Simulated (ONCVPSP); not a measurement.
## Logarithmic derivatives: tin, ONCV

```
Element                 : tin (Sn)
Generator               : ONCVPSP 4.0.1
Type                    : optimised norm-conserving Vanderbilt (ONCV)
Functional              : LDA (Perdew-Wang 92)
Relativity              : scalar-relativistic
Frozen core             : [Kr]
Valence charge          : 14
Reference configuration : 4d10 5s1 5p3
Partial waves           : 5s: rc 1.90 bohr, ncon 4, nbas 7, qcut 3.3 1/bohr, 2 projectors, debl 3.7 Ha; 5p: rc 2.50 bohr, ncon 4, nbas 8, qcut 2.9 1/bohr, 2 projectors, debl 0.75 Ha; 4d: rc 1.05 bohr, ncon 4, nbas 8, qcut 9.8 1/bohr, 3 projectors, debl 1.1 Ha
Local potential         : polynomial inside 0.70 bohr (lpopt 5, dvloc0 0 Ha)
Core correction         : Teter function, fcfact 4.5, rcfact 1.45
```

The phase is arctan(r·R′/R) of the radial function R(r), unwrapped; energies in Ha, scanned from -3 to 5 Ha. A pole is an energy at which the radial function vanishes at the test radius. The pseudo phase is shifted by a multiple of π to meet the all-electron one at the reference energy, and phase errors are pseudo minus all-electron; the curves can meet again beyond the range given. Levels narrower than the energy grid can be missing from the lists of poles.

```json
{"channel": "s", "radius (bohr)": "1.92", "reference energy (Ha)": "-0.43", "poles, all-electron": "2.16", "poles, pseudo": "2.04, 2.35", "unbroken range about the reference energy with phases within 0.05 rad": "below 2.2", "phase error 1 Ha above the reference energy (rad)": "-0.003"}
{"channel": "p", "radius (bohr)": "2.53", "reference energy (Ha)": "-0.16", "poles, all-electron": "0.99", "poles, pseudo": "0.99, 3.58", "unbroken range about the reference energy with phases within 0.05 rad": "below 2.2", "phase error 1 Ha above the reference energy (rad)": "-0.000"}
{"channel": "d", "radius (bohr)": "1.06", "reference energy (Ha)": "-1.01", "poles, all-electron": "3.35", "poles, pseudo": "3.35", "unbroken range about the reference energy with phases within 0.05 rad": "the whole range", "phase error 1 Ha above the reference energy (rad)": "+0.000"}
```

Note: ghosts flagged at negative energy: s at -483.3 eV, p at -263.7 eV, d at -2978.3 eV; GHOST(+) flagged for s at 61.4 eV. A true bound ghost makes a file unfit for plane-wave use.

Phases in the p channel:

```csv
E (Ha),all-electron,pseudo
-2.98,1.364,1.359
-2.54,1.335,1.333
-2.10,1.297,1.295
-1.66,1.236,1.234
-1.22,1.121,1.119
-0.78,0.817,0.816
-0.34,-0.308,-0.308
0.10,-1.204,-1.204
0.54,-1.452,-1.452
0.98,-1.569,-1.570
1.42,-1.659,-1.660
1.86,-1.764,-1.774
2.30,-1.970,-2.067
2.74,-2.820,-3.879
3.18,-4.163,-4.543
3.62,-4.460,-4.729
4.06,-4.568,-4.986
4.50,-4.626,-6.907
4.94,-4.665,-7.590
```
